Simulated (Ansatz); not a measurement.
H6NPSi2, SMILES `[SiH3]N1[SiH2]P1`, one more setting.

```yaml
crystal:
  periodic: [false, false, false]
  atoms:
    - {symbol: Si, position_ang: [-0.933957, 1.190266, -0.636262]}
    - {symbol: N, position_ang: [-0.094242, -0.232010, -0.174188]}
    - {symbol: Si, position_ang: [0.443185, -1.278899, 1.064465]}
    - {symbol: P, position_ang: [1.193704, -1.162359, -0.981699]}
    - {symbol: H, position_ang: [-1.394184, 1.061791, -2.043881]}
    - {symbol: H, position_ang: [-2.097937, 1.361117, 0.271846]}
    - {symbol: H, position_ang: [-0.071708, 2.401779, -0.542781]}
    - {symbol: H, position_ang: [-0.475960, -2.358713, 1.485952]}
    - {symbol: H, position_ang: [1.185978, -0.684243, 2.199872]}
    - {symbol: H, position_ang: [2.328319, -0.350031, -0.640224]}
basis:
  gaussian: {orbitals: def2-mTZVPP, point_charges: [{charge: 0.50, position_ang: [7.092, 0.058, 0.683]}]}
magnetization: {spin_polarized: true, initial_magnetization: 2}
hamiltonian: {xc: {name: SPW92}}
scf: {lower_state_search: off}
```

```sh
$ ansatz run in.yaml --threads 2 --pin off --events-out ev --progress --plain --max-ram 4352MiB
```

Output, abridged:

```
Functional definition: SPW92
1237 factors; their error is unknown
mean field evaluation 1: about -26504.2545 eV, gradient 5.8e1 eV
mean field evaluation 2: about -26403.5226 eV, gradient 1.2e2 eV
mean field evaluation 4: about -26510.5531 eV, gradient 3.0e1 eV
mean field evaluation 8: about -26517.9936 eV, gradient 7.7e-1 eV
mean field evaluation 16: about -26517.9765 eV, gradient 2.0e-3 eV
mean field -26517.97651785 eV, -974.5176625008 hartree, gradient 6.9e-6 eV, S^2 2.002851; 0 other end points of the search recorded, 0 dependent functions left out
reference -26517.97656246 eV, -974.5176641403 hartree; 29, 27 occupied and 106, 108 virtual orbitals, 1237 factors
Total energy: -26517.97656246 eV, -974.5176641403 hartree
Checks for a lower state left out: stability, starts, cluster_reference, orbital_swaps, neighbouring_geometries, increment
```

It took 1.4 s on 2 threads of an Intel Xeon Platinum 8375C on a shared host, with 0.18 GiB of host memory at the peak.
